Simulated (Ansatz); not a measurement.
Born–Oppenheimer molecular dynamics of ClF2GeH3 (7 atoms, charge 0, multiplicity 1). It starts at the highest image of a converged band. Of that band: Neighbouring images differ by up to 1.3 eV, so the band resolves the path poorly. A vibrational analysis at the climbing image gives one clearly imaginary mode, 915i cm⁻¹: a first-order saddle point.

The calculation used Ansatz 0.2.0, RKS PBE-D4/def2-mTZVP.

```json
{
  "ensemble": "NVE (velocity Verlet)",
  "time step": "0.5 fs",
  "steps asked": "200",
  "starting velocities drawn for": "300 K",
  "seed": "2207"
}
```

First frame:

```xyz
7
Properties=species:S:1:pos:R:3
Ge -0.319 0.017 -0.070
H 0.198 -0.119 1.638
F 1.419 0.184 -0.347
F -0.822 1.586 -0.619
H -0.688 -1.269 -0.817
Cl -2.368 -0.134 1.385
H -0.729 -0.147 1.832
```

Problem. How far do the bonds stretch over the last three quarters of this one trajectory? (Pairs bonded in most of those frames.)

Solution. 
```tsv
bond	mean (Å)	spread (Å)	shortest	longest
Ge1–F3	1.783	0.036	1.73	1.86
Ge1–F4	1.752	0.026	1.70	1.78
Ge1–H5	1.542	0.024	1.50	1.58
Ge1–Cl6	2.220	0.186	1.97	2.55
H2–H7	0.756	0.010	0.74	0.79
```

Mean temperature of the second half: 2715 K. The conserved energy stayed within 0.043 meV per atom of its start (net change 0.022 meV per atom), so the integration is sound. The kinetic energy rose, since the run started high on the potential surface and went downhill. It ends in pieces (ClF2GeH + H2), so much of that is their flight and rotation, not heat. A run of 0.1 ps of so small a system gives no equilibrium averages. The orbitals stay closed-shell, which can raise the energy where a bond breaks towards radicals; this wasn't checked here.

The run took 3.1 min on 2 threads of Intel(R) Xeon(R) 6975P-C (Granite Rapids) (shared host), peak memory 0.15 GiB.
